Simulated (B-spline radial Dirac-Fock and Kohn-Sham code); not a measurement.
Relativistic shifts of the levels of Dy⁶⁺

System: dysprosium as Dy⁶⁺ in the configuration [Kr] 4d10 4f8 5s2 5p4.

Both columns are ΔSCF binding energies of the configuration average from an atomic code on a B-spline grid: non-relativistic Hartree-Fock with a point nucleus, and Dirac-Fock with a finite nucleus and the Coulomb interaction alone, averaged over the two j levels with weights 2j+1.

```tsv
shell	Hartree-Fock (eV)	Dirac-Fock (eV)	shift (eV)	shift (%)
1s	50705.2	54123.5	+3418.31	+6.74
2s	8294.9	9180.5	+885.66	+10.68
2p	7889.8	8174.6	+284.81	+3.61
3s	1945.5	2156.2	+210.65	+10.83
3p	1763.2	1838.6	+75.48	+4.28
3d	1426.9	1412.3	-14.64	-1.03
4s	471.2	521.3	+50.16	+10.65
4d	263.9	260.3	-3.62	-1.37
4f	103.6	97.93	-5.66	-5.46
5s	126.8	135.9	+9.07	+7.15
5p	104.2	106.5	+2.38	+2.28
```

Relativity binds 1s, 2s, 2p, 3s, 3p, 4s, 5s, 5p more strongly, among those listed most of all 3s in relative terms, and 3d, 4d, 4f more weakly, because the contracted s and p shells screen the nucleus better.

Values without a named source are computed, but for edge energies of neutral atoms, which are taken from tables.
